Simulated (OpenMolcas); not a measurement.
**Nb4+: moving the ligands**

Nb4+ with 6 ligands (bromide) in octahedral coordination (Oh) at 2.59 Å. A charge of +0.333 e stands 2.4 Å behind each ligand. Ligand basis ANO-RCC-VDZP.

```
Program             : OpenMolcas
Method              : SS-CASPT2, IPEA 0.25 Eh, imaginary shift 0.1 Eh (closed shells correlated: 4s 4p and the ligand valence shells)
Basis               : ANO-RCC-VDZP [6s5p3d1f]
Scalar Hamiltonian  : DKH2, point nucleus
Active space        : 1 electron in 5 orbitals (4d)
State averaging     : 2S+1 = 2 even, 5 roots
Spin-orbit coupling : RASSI with atomic mean-field integrals over the reference wave functions
```

Runs around this geometry, states (labels of O, the rotations of Oh). Energies in cm-1 above the lowest state or level, χT in cm3 K/mol; under a threefold ground state the first gap can be a small split of the lowest multiplet, not the spin-orbit step; 10Dq is the gap between the two states.

```csv
R (Å),Ground state,First state of that spin,10Dq,First gap with spin-orbit (degeneracies),χT at 300 K
2.51,2T2,2E 23620,23616,"1010 (4, 2)",0.148
2.59,2T2,2E 21460,21460,"1010 (4, 2)",0.148
2.66,2T2,2E 19360,19364,"1020 (4, 2)",0.148
```

Taking |10Dq| as R^-n, n = -ln(19364 / 23616) / ln(2.66 / 2.51) = 3.4 between the shortest and longest distance. The point-charge formula for a cubic d site gives n = 5.

Roots that are degenerate in the reference are averaged as groups; the widest CASPT2 spread within a group is 250 cm-1 (the 3-fold group of multiplicity 2 near 0 cm-1 above the lowest state of its run, R = 2.66). Shifts and gaps below about the spread of the groups concerned are not significant. Over all roots computed the reference weight is 0.67 in R = 2.51, 0.67 in R = 2.59, 0.67 in R = 2.66; a low but even weight reflects the number of correlated electrons. An orbital triplet at a regular site is open to Jahn-Teller coupling, which can distort the site and quench the lowest spin-orbit gaps and is left out. Ligand-to-metal charge-transfer states are missing. With one d shell and no ligand orbital active, 10Dq can be off by a tenth or more. The least metal-like active orbital is 67 % on the metal (Löwdin) and no ligand orbital is active, so the numbers are rough (holds for R = 2.51). The least metal-like active orbital is 69 % on the metal (Löwdin) and no ligand orbital is active, so the numbers are rough (holds for R = 2.59). The least metal-like active orbital is 71 % on the metal (Löwdin) and no ligand orbital is active, so the numbers are rough (holds for R = 2.66). No measured value stands beside these numbers; the geometry was imposed, not optimised, and the real ion may take another.
